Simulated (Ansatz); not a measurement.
A substitution series on C: Br to I

Gas-phase molecules. On one C centre that keeps H, n of the Br ligands are replaced by I. The atomisation energy (no zero-point term) y in kJ/mol at CCSD(T)/def2-TZVPP. Shapes: PBE0-D4/def2-TZVP. Programs: Ansatz 0.2.0.

| molecule | n | y (kJ/mol) |
| --- | --- | --- |
| CHBr3 | 0 | 1249 |
| CHBr2I | 1 | ? |
| CHBrI2 | 2 | 1156 |
| CHI3 | 3 | 1110 |

Task: Fit y = c + s·n to the known rows and predict CHBr2I.

Result: 
1. Means of the 3 rows: n = 1.66667, y = 1171.7.
2. Σ(Δn)² = 4.6667, Σ(Δn·Δy) = -216.33, so the slope is -216.33/4.6667 = -46.356.
3. Intercept: 1171.7 − (-46.356) × 1.66667 = 1249.0. The largest residual of the fit is 0.2.
4. CHBr2I: 1249.0 + (-46.356) × 1 = 1203 kJ/mol.

The run gave 1202 kJ/mol, so the prediction is off by +1 kJ/mol, at the rounding of the table. The steps are nearly additive. The slope is the difference between a C–I and a C–Br bond. Other levels give for CHBr2I: r2SCAN0-D4/def2-TZVPP 1214; wB97M-V/def2-TZVPP 1222; MP2/def2-SVP 1168 kJ/mol. Spin-orbit coupling of the free atoms (Br 15, I 30 kJ/mol each; the atoms kept shift only the intercept) is left out. Coupled cluster in double- or triple-zeta sets underbinds by a few per cent against its basis-set limit. For atoms past krypton def2 sets carry core potentials with scalar relativity. Relativity is left out for Br. Outer-core shells of Br, I are correlated, in sets that cover them unevenly.
